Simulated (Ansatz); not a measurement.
The inner images of a band of F2H3NSi + H2O (10 atoms, charge 0, multiplicity 1) are given out of order.

Method: Ansatz 0.2.0, RKS CAM-B3LYP-D4/def2-SVP.

Initial state:

```xyz
10
Properties=species:S:1:pos:R:3
Si -0.065 0.202 0.204
N -0.066 0.121 1.914
H -0.929 0.258 2.432
H 0.725 0.519 2.413
H 1.270 0.403 -0.361
F -1.019 1.401 -0.308
F -0.804 -1.110 -0.384
O 1.377 -2.236 0.952
H 0.718 -2.684 0.405
H 0.843 -1.863 1.670
```

Final state:

```xyz
10
Properties=species:S:1:pos:R:3
Si 0.127 -0.447 0.066
N 0.215 0.005 2.140
H -0.184 0.918 2.361
H 1.172 -0.035 2.494
H 0.996 0.738 -0.078
F -1.459 -0.141 0.293
F 0.034 -0.872 -1.520
O 0.691 -1.909 0.637
H 0.785 -2.537 -0.089
H -0.326 -0.710 2.631
```

Task: Put them in order from the first end to the last, with their energies above the first end.
A.
```xyz
10
Properties=species:S:1:pos:R:3
Si 0.160 -0.442 0.060
N 0.242 0.010 2.152
H -0.469 0.700 2.396
H 1.150 0.344 2.476
H 1.160 0.635 -0.068
F -1.388 0.041 0.244
F 0.061 -0.861 -1.527
O 0.534 -1.959 0.646
H 0.567 -2.594 -0.080
H 0.033 -0.864 2.639
```
B.
```xyz
10
Properties=species:S:1:pos:R:3
Si 0.159 -0.159 0.159
N 0.055 -0.131 2.018
H -0.900 -0.035 2.365
H 0.628 0.577 2.480
H 1.374 0.266 -0.554
F -0.709 1.221 -0.049
F -0.954 -1.149 -0.504
O 1.072 -1.740 0.773
H 0.727 -2.579 0.442
H 0.599 -1.259 1.806
```
C.
```xyz
10
Properties=species:S:1:pos:R:3
Si 0.043 0.033 0.215
N -0.014 -0.029 1.967
H -0.942 0.098 2.364
H 0.636 0.581 2.459
H 1.321 0.277 -0.459
F -0.832 1.346 -0.170
F -0.908 -1.131 -0.395
O 1.240 -1.913 0.820
H 0.698 -2.636 0.479
H 0.807 -1.616 1.656
```
D.
```xyz
10
Properties=species:S:1:pos:R:3
Si 0.177 -0.441 0.054
N 0.281 0.014 2.157
H -0.627 0.373 2.456
H 0.999 0.686 2.429
H 1.286 0.522 -0.070
F -1.314 0.203 0.210
F 0.053 -0.865 -1.530
O 0.385 -1.983 0.657
H 0.355 -2.626 -0.063
H 0.456 -0.871 2.635
```
E.
```xyz
10
Properties=species:S:1:pos:R:3
Si 0.216 -0.326 0.110
N 0.101 -0.112 2.071
H -0.873 0.001 2.362
H 0.640 0.658 2.468
H 1.386 0.246 -0.590
F -0.663 1.090 0.092
F -0.954 -1.138 -0.704
O 0.957 -1.799 0.664
H 0.756 -2.579 0.138
H 0.484 -1.032 2.324
```
F.
```xyz
10
Properties=species:S:1:pos:R:3
Si 0.183 -0.393 0.093
N 0.207 -0.059 2.116
H -0.767 0.078 2.396
H 0.733 0.751 2.440
H 1.392 0.269 -0.435
F -0.871 0.883 0.192
F -0.699 -1.089 -1.112
O 0.690 -1.905 0.696
H 0.613 -2.600 0.034
H 0.569 -0.925 2.517
```
G.
```xyz
10
Properties=species:S:1:pos:R:3
Si 0.180 -0.421 0.067
N 0.274 -0.016 2.139
H -0.702 0.098 2.421
H 0.784 0.810 2.449
H 1.393 0.359 -0.238
F -1.114 0.577 0.229
F -0.295 -0.975 -1.409
O 0.451 -1.954 0.699
H 0.432 -2.613 -0.006
H 0.648 -0.854 2.584
```

Result: C (+0.13 eV), B (+0.61 eV), E (+0.05 eV), F (-0.19 eV), G (-0.55 eV), D (-0.71 eV), A (-0.72 eV).

Run time: 3 min on 4 threads of Arm Neoverse V1 (shared host), peak memory 0.25 GiB.
